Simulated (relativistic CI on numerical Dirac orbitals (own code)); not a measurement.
**Ce2+: 4s photoemission**

Computed with this model: Dirac-Coulomb-Breit CI, orbitals from a KLI potential per configuration, QED by a radiative potential, valence Slater integrals scaled by 0.9, multiplet model of photoemission in the sudden approximation; configurations [Xe] 4f2 → [Ar] 3d10 4s 4p6 4d10 4f2 5s2 5p6; 300 K; Lorentzian 3 eV and Gaussian 0.7 eV FWHM. Energies are those of the free ion, without screening or charge transfer. The energies are binding energies and can lie tens of eV above those of solids. Without intra-shell correlation the exchange splitting of an s hole comes out too large, often by half or more. S is read from ⟨S²⟩ = S(S + 1).

free ion: ground-state S = 0.98, centroid 314.46 eV. Peaks (eV, height): 313.4 (100), 316.6 (57).

Strongest unbroadened transitions for free ion:

```
Energy (eV)  Relative strength
     313.25              100.0
     313.38               54.0
     314.25                0.2
     315.46                0.7
     315.47                3.8
     317.02               67.9
     317.91                0.0
```
